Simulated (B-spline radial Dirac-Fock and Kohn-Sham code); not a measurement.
**The K-like isoelectronic sequence (19 electrons), Z = 29 to 41**

Method: multi-electron Dirac-Fock with separately optimised hole states, Breit and Lamb-shift corrections added in first order. Computed with a B-spline atomic structure program. Binding energies in eV, tabulated ground configurations ([Ar] 3d1 throughout). Electron correlation is not included.

| ion | 1s | 2s | 3p3/2 | outermost level | NIST ionisation energy |
| --- | --- | --- | --- | --- | --- |
| Cu¹⁰⁺ | 9283.7 | 1409.7 | 331.5 | 264.0 (3d) | 265.33 ± 0.25 |
| Zn¹¹⁺ | 10008.1 | 1552.8 | 380.0 | 308.3 (3d) | 310.8 ± 1 |
| Ga¹²⁺ | 10761.4 | 1703.1 | 431.6 | 355.7 (3d) | 356 ± 3 |
| Ge¹³⁺ | 11543.8 | 1860.8 | 486.2 | 406.1 (3d) | 407 ± 3 |
| As¹⁴⁺ | 12355.4 | 2025.9 | 543.9 | 459.6 (3d) | 460 ± 3 |
| Se¹⁵⁺ | 13196.3 | 2198.4 | 604.7 | 516.2 (3d) | 517 ± 3 |
| Br¹⁶⁺ | 14066.6 | 2378.3 | 668.6 | 575.8 (3d) | 577 ± 3 |
| Kr¹⁷⁺ | ? | ? | ? | ? | ? |
| Rb¹⁸⁺ | 15896.3 | 2760.8 | 805.6 | 704.3 (3d) | 706 ± 2.2 |
| Sr¹⁹⁺ | 16856.0 | 2963.5 | 878.7 | 773.1 (3d) | 774 ± 4 |
| Zr²¹⁺ | 18866.0 | 3391.7 | 1034.1 | 919.8 (3d) | 922 ± 4 |
| Nb²²⁺ | 19916.7 | 3617.4 | 1116.5 | 997.8 (3d) | 1000 ± 4 |

Q: Fill in the row of Kr¹⁷⁺.

A: 1s 14966.6, 2s 2565.8, 3p3/2 735.5, outermost 638.5 (3d), NIST 640 ± 3 eV.

NIST's values are for the lowest levels; a dash marks a value that is missing or belongs to another shell. Their kind here: measured, semi-empirical, theoretical. Where a p, d or f shell is open in either ion the computed value averages over both j values and all terms, while the table refers to the lowest levels; that difference holds spin-orbit splitting (largest in heavy or highly charged ions), term energies where several electrons share open shells, and correlation, and it can reach 10 % or more.
